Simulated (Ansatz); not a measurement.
Consider the formal hydrolysis of the Si–C bond: `CC[SiH](F)[SiH3]` + H₂O → `O[SiH](F)[SiH3]` + `CC`.

Program: Ansatz. Geometries: PBE0-D4/def2-TZVP. ΔE: electronic, gas phase. CBS: MP2 limit from def2 TZ/QZ plus the TZ coupled-cluster correction, frozen cores. This one scheme is used for every species. DFT in def2-TZVPP. HSE06 is defined as in plane-wave codes. Each species was taken in one conformer, which may not be the lowest.

`CC[SiH](F)[SiH3]`:

Z-matrix (Å, degrees):
```
C
C 1 1.527
H 1 1.092 2 111.3
H 1 1.093 2 111.4 3 -120.1
H 1 1.093 2 111.3 3 119.8
Si 2 1.866 1 113.7 3 -60.0
H 2 1.096 1 110.6 3 62.3
H 2 1.097 1 110.7 3 179.4
Si 6 2.346 2 112.6 1 178.9
F 6 1.612 2 108.7 1 58.6
H 6 1.491 2 109.8 1 -57.5
H 9 1.488 6 110.7 2 -58.1
H 9 1.487 6 111.3 2 -179.3
H 9 1.490 6 109.0 2 61.0
```

H₂O:

Z-matrix (Å, degrees):
```
O
H 1 0.960
H 1 0.960 2 105.1
```

`O[SiH](F)[SiH3]`:

Z-matrix (Å, degrees):
```
Si
F 1 1.603
Si 1 2.339 2 109.3
O 1 1.636 2 110.2 3 117.2
H 1 1.488 2 105.0 3 -123.8
H 3 1.487 1 109.5 2 -177.0
H 3 1.486 1 110.3 2 62.6
H 3 1.487 1 109.6 2 -57.8
H 4 0.959 1 118.9 2 71.5
```

`CC`:

Z-matrix (Å, degrees):
```
C
C 1 1.519
H 1 1.093 2 111.4
H 1 1.093 2 111.4 3 120.0
H 1 1.093 2 111.4 3 -120.0
H 2 1.093 1 111.4 3 180.0
H 2 1.093 1 111.4 3 -60.0
H 2 1.093 1 111.4 3 60.0
```

(1) Is it downhill or uphill in electronic energy at CCSD(T)/CBS, and by how much? (An estimate is asked.)

(2) What do these levels give: LDA (SPW92), r2SCAN-D4, PBE0-D4, r2SCANh-D4, PBE-QIDH, r2SCAN, PBE0, r2SCANh, HSE06, CCSD/def2-SVP, MP2/def2-TZVPP, SCS-MP2/def2-TZVPP? (An estimate is asked.)

Largest T1 diagnostic among the species: 0.013.

Results:

(1) Ansatz gave: Downhill: ΔE = -1.11 eV.

(2) Computed: LDA (SPW92) -1.08, r2SCAN-D4 -1.16, PBE0-D4 -1.07, r2SCANh-D4 -1.16, PBE-QIDH -1.14, r2SCAN -1.18, PBE0 -1.12, r2SCANh -1.18, HSE06 -1.12, CCSD/def2-SVP -1.14, MP2/def2-TZVPP -1.15, SCS-MP2/def2-TZVPP -1.19 eV.

In def2-TZVPP, CCSD(T) changes the Hartree–Fock value by +0.23 eV (the triples alone add +0.03 eV) and MP2 by +0.23 eV. The D4 term adds +0.08 eV with B3LYP and +0.05 eV with PBE0; it sums over pairs of atoms, weighted by their polarisabilities, and B3LYP, whose exchange is more repulsive, gets the larger term. From BLYP to BHLYP (50 % exact exchange), in def2-TZVPP and without D4, ΔE moves by −0.05 eV.

B3LYP here is the variant with VWN-RPA as its local correlation; programs differ in this.
